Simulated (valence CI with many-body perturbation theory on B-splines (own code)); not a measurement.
Ir VII: E2, M1 decay

Calculated by configuration interaction combined with many-body perturbation theory (CI+MBPT): three valence electrons over a frozen Dirac-Fock core [Xe] 4f14, a basis of 9 s, 9 p, 10 d, 8 f, 5 g, 3 h, 1 i functions for each j, with the one-electron correlation potential Σ1 (screened to all orders), the two-electron term Σ2, the three-electron term Σ3, Breit, model QED; selected single and double excitations, second order for the rest, scaled by the run's own slope (own B-spline code, finite nucleus).

No measured levels were compared; by estimate terms of the open shell hold to 2 to 4 % of their energy, and close levels can change places; different configurations can be misplaced against each other by 1,000 to 8,000 cm⁻¹. Core correlation moves these levels by up to 17000 cm⁻¹, and in measured spectra 5 to 20 % of such shifts remained as error; rates that hang on mixing are uncertain with them.

Lines 51 to 100 of 120 in falling wavelength, among levels below 34.617 eV, chosen from the decays that carry over 1 % of a level's rate. Wavelengths and rates use the calculated energies, so an error of 2000 cm⁻¹ moves a line at 3317 Å by 6.6 % and its rate by three times that or more. Electric multipoles are in the length gauge, E1 and E2 with the static RPA response of the core. Weak lines are less certain than strong ones. Lines between different terms over intervals too small for the method are left out, as are lines whose strength nearly cancels.

Levels are named by their leading jj configuration (3d3/2^4 stands for four electrons in 3d with j = 3/2), which in mixed levels can hold well under half, so a name can repeat and another be missing. Letters in brackets count levels of one name in rising energy.

```tsv
λ vac (Å)	Upper	Lower	Type	A (s⁻¹)	Branch %
3317	(5d5/2^3) J=9/2	(5d3/2^2 5d5/2) J=7/2	M1	9.60e+00	9.0
3170	(5d5/2^3) J=3/2	(5d3/2^2 5d5/2) J=3/2	M1	6.99e+00	5.4
3142	(5d3/2 5d5/2^2) J=5/2 [c]	(5d3/2^2 5d5/2) J=7/2	M1	1.05e+00	2.6
3036	(5d3/2 5d5/2^2) J=5/2 [b]	(5d3/2^2 5d5/2) J=5/2	M1	8.80e+00	13.2
3023	(5d3/2 5d5/2^2) J=7/2 [b]	(5d3/2^2 5d5/2) J=7/2	M1	4.71e+00	11.3
2995	(5d3/2 5d5/2^2) J=3/2 [a]	(5d3/2^3) J=3/2	M1	1.52e+01	11.6
2905	(5d3/2 5d5/2^2) J=3/2 [b]	(5d3/2 5d5/2^2) J=1/2	M1	7.98e+00	4.8
2870	(5d3/2 5d5/2^2) J=1/2	(5d3/2^3) J=3/2	M1	1.68e+00	2.7
2788	(5d3/2 5d5/2^2) J=3/2 [b]	(5d3/2 5d5/2^2) J=3/2 [a]	M1	1.80e+01	10.8
2658	(5d5/2^3) J=5/2	(5d3/2 5d5/2^2) J=3/2 [a]	M1	6.83e+01	25.1
2558	(5d3/2 5d5/2^2) J=7/2 [b]	(5d3/2^2 5d5/2) J=5/2	M1	5.35e+00	12.9
2516	(5d3/2 5d5/2^2) J=3/2 [b]	(5d3/2 5d5/2^2) J=5/2 [a]	M1	3.57e+00	2.1
2467	(5d5/2^3) J=3/2	(5d3/2^2 5d5/2) J=5/2	M1	2.56e+01	20.0
2439	(5d3/2 5d5/2^2) J=5/2 [b]	(5d3/2^3) J=3/2	M1	1.16e+00	1.7
2410	(5d5/2^3) J=5/2	(5d3/2 5d5/2^2) J=5/2 [a]	M1	5.74e+01	21.1
2377	(5d3/2 5d5/2^2) J=3/2 [b]	(5d3/2 5d5/2^2) J=7/2 [a]	E2	1.26e+01	7.5
2282	(5d5/2^3) J=5/2	(5d3/2 5d5/2^2) J=7/2 [a]	M1	2.05e+01	7.5
2179	(5d3/2 5d5/2^2) J=5/2 [c]	(5d3/2^3) J=3/2	M1	1.13e+01	28.2
2179	(5d3/2 5d5/2^2) J=5/2 [c]	(5d3/2^3) J=3/2	E2	1.16e+00	2.9
2058	(5d5/2^3) J=3/2	(5d3/2^3) J=3/2	M1	4.85e+00	3.8
2023	(5d3/2 5d5/2^2) J=3/2 [b]	(5d3/2^2 5d5/2) J=1/2	M1	5.25e+00	3.1
1915	(5d3/2 5d5/2^2) J=3/2 [b]	(5d3/2^2 5d5/2) J=3/2	M1	1.54e+01	9.2
1915	(5d3/2 5d5/2^2) J=3/2 [b]	(5d3/2^2 5d5/2) J=3/2	E2	3.21e+00	1.9
1869	(5d5/2^3) J=5/2	(5d3/2^2 5d5/2) J=9/2	E2	6.29e+00	2.3
1812	(5d3/2 5d5/2^2) J=3/2 [b]	(5d3/2^2 5d5/2) J=7/2	E2	4.42e+00	2.6
1756	(5d5/2^3) J=5/2	(5d3/2^2 5d5/2) J=7/2	M1	1.27e+01	4.7
1634	(5d3/2 5d5/2^2) J=3/2 [b]	(5d3/2^2 5d5/2) J=5/2	M1	1.57e+01	9.4
913.9	(5d3/2 5d5/2 6s) J=5/2 [a]	(5d3/2 5d5/2^2) J=5/2 [c]	E2	2.92e+02	1.4
910.6	(5d3/2^2 6s) J=1/2	(5d3/2 5d5/2^2) J=5/2 [c]	E2	2.67e+02	1.3
893.9	(5d3/2^2 6s) J=5/2	(5d3/2 5d5/2^2) J=9/2	E2	3.47e+02	2.2
889.8	(5d3/2 5d5/2 6s) J=7/2 [a]	(5d3/2 5d5/2^2) J=11/2	E2	3.15e+02	2.0
871.8	(5d3/2^2 6s) J=1/2	(5d3/2 5d5/2^2) J=5/2 [b]	E2	4.34e+02	2.1
858.7	(5d3/2 5d5/2 6s) J=7/2 [a]	(5d3/2 5d5/2^2) J=3/2 [a]	E2	2.74e+02	1.7
854.5	(5d3/2^2 6s) J=3/2	(5d3/2^2 5d5/2) J=1/2	E2	1.11e+03	8.2
834.5	(5d3/2^2 6s) J=3/2	(5d3/2^2 5d5/2) J=3/2	E2	1.28e+03	9.4
831.2	(5d3/2 5d5/2 6s) J=9/2	(5d3/2 5d5/2^2) J=11/2	E2	8.50e+02	5.0
831.1	(5d3/2 5d5/2 6s) J=7/2 [a]	(5d3/2 5d5/2^2) J=5/2 [a]	E2	5.50e+02	3.5
830.4	(5d3/2^2 6s) J=5/2	(5d3/2^2 5d5/2) J=1/2	E2	2.29e+02	1.4
830.0	(5d3/2 5d5/2 6s) J=5/2 [a]	(5d3/2 5d5/2^2) J=1/2	E2	4.79e+02	2.3
823.3	(5d3/2 5d5/2 6s) J=7/2 [a]	(5d3/2 5d5/2^2) J=9/2	E2	1.07e+03	6.7
820.2	(5d3/2 5d5/2 6s) J=5/2 [a]	(5d3/2 5d5/2^2) J=3/2 [a]	E2	2.06e+03	9.7
817.6	(5d3/2^2 6s) J=1/2	(5d3/2 5d5/2^2) J=3/2 [a]	E2	2.52e+02	1.2
815.3	(5d3/2 5d5/2 6s) J=7/2 [a]	(5d3/2 5d5/2^2) J=7/2 [a]	E2	6.54e+02	4.1
814.8	(5d3/2^2 6s) J=5/2	(5d3/2^2 5d5/2) J=9/2	E2	2.29e+03	14.3
814.3	(5d3/2^2 6s) J=3/2	(5d3/2^2 5d5/2) J=7/2	E2	1.00e+03	7.4
811.5	(5d3/2^2 6s) J=5/2	(5d3/2^2 5d5/2) J=3/2	E2	9.32e+02	5.8
795.0	(5d3/2 5d5/2 6s) J=5/2 [a]	(5d3/2 5d5/2^2) J=5/2 [a]	E2	2.93e+02	1.4
792.5	(5d3/2^2 6s) J=1/2	(5d3/2 5d5/2^2) J=5/2 [a]	E2	5.66e+03	26.8
792.4	(5d3/2^2 6s) J=5/2	(5d3/2^2 5d5/2) J=7/2	E2	3.50e+03	21.8
787.9	(5d3/2 5d5/2 6s) J=5/2 [a]	(5d3/2 5d5/2^2) J=9/2	E2	3.81e+03	18.0
```
